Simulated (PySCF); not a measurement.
## How methods differ on the excitation energy of Te⁺

Te⁺ [Kr] 4d10 5s2 5p3 (4S) → Te⁺ [Kr] 4d10 5s1 5p3 5d1 (6D), as a difference of total energies. Calculation: PySCF 2.14, in aug-cc-pwCVDZ-PP with ECP28MDF; scalar relativity through the core potential. Correlated levels: valence: 4s2 4p6 4d10 frozen. The calculations carry no spin-orbit coupling.

```csv
method,excitation energy (cm⁻¹)
UHF,127320
MP2 (valence),136030
SCS-MP2 (valence),137670
CCSD (valence),137860
CCSD(T) (valence),138050
```

The promoted electron is Rydberg-like, and one or two diffuse shells describe it only roughly, which tends to raise the upper state.
